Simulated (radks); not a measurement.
Results of a calculation; reference values are marked as such.
Species: Tc I. Configuration: [Kr] 4d5 5s2 (the NIST ground configuration). Level of theory: Dirac Kohn-Sham, PW91, spin-unpolarised, spherical densities, point nucleus; open shells fill j = l - 1/2 first (a radial shooting solver on a logarithmic mesh with Libxc functionals).

Spin-orbit splittings of the eigenvalues, e(l+1/2) - e(l-1/2), with zeta = 2 splitting/(2l+1) and mean radii in bohr:

| shell | occ. | splitting (eV) | zeta (eV) | <r> j=l-1/2 | <r> j=l+1/2 |
|---|---|---|---|---|---|
| 2p | 6 | 118.3 | 78.87 | 0.1271 | 0.1318 |
| 3p | 6 | 19.78 | 13.19 | 0.4091 | 0.4197 |
| 3d | 10 | 3.803 | 1.521 | 0.3970 | 0.4005 |
| 4p | 6 | 2.956 | 1.970 | 1.152 | 1.182 |
| 4d | 5 | 0.2852 | 0.1141 | 1.714 | 1.737 |
| 5p | 0 | 0.1315 | 0.08768 | 4.690 | 4.857 |
